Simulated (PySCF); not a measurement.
C$_{2}$H$_{7}$Al, singlet, geometry from GFN2-xTB (such geometries of metal compounds can be far from the true shape); B3LYP/def2-SVP (PySCF).

Input for PySCF:
```python
from pyscf import gto, scf, dft

mol = gto.M(
    atom='''
Al    0.352983   -0.096791   -0.294381
C    -0.546751   -1.672244    0.522869
H    -0.141016   -2.606774    0.115300
H    -1.628190   -1.696342    0.343778
H    -0.421767   -1.728064    1.610663
C    -0.045405    1.834618   -0.029023
H     0.680490    2.458845   -0.565210
H    -0.009277    2.145350    1.021836
H    -1.036603    2.127962   -0.394411
H     1.520515   -0.416939   -1.268079
''',
    basis='def2-svp',
    charge=0,
    spin=0,
    verbose=4,
)

mf = dft.RKS(mol)
mf.xc = 'b3lyp'
mf.init_guess = 'vsap'
mf.kernel()
```

Output, abridged:

```
PySCF version 2.14.0

[INPUT] verbose = 4
[INPUT] num. atoms = 10
[INPUT] num. electrons = 32
[INPUT] charge = 0
[INPUT] spin (= nelec alpha-beta = 2S) = 0
[INPUT] symmetry False subgroup None
[INPUT] Mole.unit = angstrom
[INPUT] Symbol           X                Y                Z      unit          X                Y                Z       unit  Magmom
[INPUT]  1 Al     0.352983000000  -0.096791000000  -0.294381000000 AA    0.667041196627  -0.182908481323  -0.556299466276 Bohr   0.0
[INPUT]  2 C     -0.546751000000  -1.672244000000   0.522869000000 AA   -1.033209648332  -3.160083173447   0.988079209025 Bohr   0.0
[INPUT]  3 H     -0.141016000000  -2.606774000000   0.115300000000 AA   -0.266481619182  -4.926088928637   0.217885422162 Bohr   0.0
[INPUT]  4 H     -1.628190000000  -1.696342000000   0.343778000000 AA   -3.076833178756  -3.205621793597   0.649646267651 Bohr   0.0
[INPUT]  5 H     -0.421767000000  -1.728064000000   1.610663000000 AA   -0.797024118379  -3.265567685720   3.043711948970 Bohr   0.0
[INPUT]  6 C     -0.045405000000   1.834618000000  -0.029023000000 AA   -0.085803014686   3.466925563197  -0.054845521313 Bohr   0.0
[INPUT]  7 H      0.680490000000   2.458845000000  -0.565210000000 AA    1.285939730505   4.646543632756  -1.068092102865 Bohr   0.0
[INPUT]  8 H     -0.009277000000   2.145350000000   1.021836000000 AA   -0.017530989258   4.054123941336   1.930990184221 Bohr   0.0
[INPUT]  9 H     -1.036603000000   2.127962000000  -0.394411000000 AA   -1.958895769903   4.021265383482  -0.745328770516 Bohr   0.0
[INPUT] 10 H      1.520515000000  -0.416939000000  -1.268079000000 AA    2.873356918293  -0.787900520650  -2.396322014312 Bohr   0.0

nuclear repulsion = 94.9492815071274
number of shells = 41
number of NR pGTOs = 133
number of NR cGTOs = 81
basis = def2-svp
ecp = {}

******** <class 'pyscf.dft.rks.RKS'> ********
method = RKS
initial guess = vsap
damping factor = 0
level_shift factor = 0
DIIS = <class 'pyscf.scf.diis.CDIIS'>
diis_start_cycle = 1
diis_space = 8
diis_damp = 0
SCF conv_tol = 1e-09
SCF conv_tol_grad = None
SCF max_cycles = 50
direct_scf = True
direct_scf_tol = 1e-13
XC library pyscf.dft.libxc version 7.1.2
    S. Lehtola, C. Steigemann, M. J. T. Oliveira, and M. A. L. Marques,  SoftwareX 7, 1–5 (2018)
XC functionals = b3lyp
    P. J. Stephens, F. J. Devlin, C. F. Chabalowski, and M. J. Frisch,  J. Phys. Chem. 98, 11623 (1994)
radial grids:
    Treutler-Ahlrichs [JCP 102, 346 (1995); DOI:10.1063/1.469408] (M4) radial grids

becke partition: Becke, JCP 88, 2547 (1988); DOI:10.1063/1.454033
pruning grids: <function nwchem_prune>
grids dens level: 3
symmetrized grids: False
atomic radii adjust function: <function treutler_atomic_radii_adjust>
small_rho_cutoff = 0
Set gradient conv threshold to 3.16228e-05
tot grids = 116072
  HOMO = -0.493655845407871  LUMO = -0.27171475803085  gap/eV = 6.03932
init E= -321.845927601386
  HOMO = 0.0064547823887029  LUMO = 0.0445802556540404  gap/eV = 1.03745
cycle= 1 E= -321.358543313201  delta_E= 0.487  |g|= 1.99  |ddm|=  4.4
  HOMO = -0.340308824250867  LUMO = -0.210198790242793  gap/eV = 3.54047
cycle= 2 E= -320.558401382331  delta_E=  0.8  |g|= 2.86  |ddm|= 4.88
  HOMO = -0.317763656501065  LUMO = -0.0739466850707244  gap/eV = 6.63460
cycle= 3 E= -322.725505139646  delta_E= -2.17  |g|= 0.222  |ddm|= 2.54
  HOMO = -0.271930271168485  LUMO = -0.0359526848424849  gap/eV = 6.42128
cycle= 4 E= -322.741035999697  delta_E= -0.0155  |g|= 0.0239  |ddm|= 0.284
  HOMO = -0.278796682440402  LUMO = -0.041044304625891  gap/eV = 6.46957
cycle= 5 E= -322.741235640897  delta_E= -0.0002  |g|= 0.00574  |ddm|= 0.0424
  HOMO = -0.277962038141131  LUMO = -0.0398874949389993  gap/eV = 6.47834
cycle= 6 E= -322.741247069856  delta_E= -1.14e-05  |g|= 0.00126  |ddm|= 0.0114
  HOMO = -0.278029632007741  LUMO = -0.0399860499639328  gap/eV = 6.47750
cycle= 7 E= -322.741247560589  delta_E= -4.91e-07  |g|= 0.000141  |ddm|= 0.00174
  HOMO = -0.278000555862687  LUMO = -0.0399692001748662  gap/eV = 6.47716
cycle= 8 E= -322.741247568653  delta_E= -8.06e-09  |g|= 1.57e-05  |ddm|= 0.000276
  HOMO = -0.278001873875166  LUMO = -0.0399710859496341  gap/eV = 6.47715
cycle= 9 E= -322.741247568735  delta_E= -8.17e-11  |g|= 1.66e-06  |ddm|= 3.14e-05
  HOMO = -0.278002301366308  LUMO = -0.0399712455022181  gap/eV = 6.47715
Extra cycle  E= -322.741247568737  delta_E= -2.9e-12  |g|= 1.7e-06  |ddm|= 3.8e-06
converged SCF energy = -322.741247568737
```
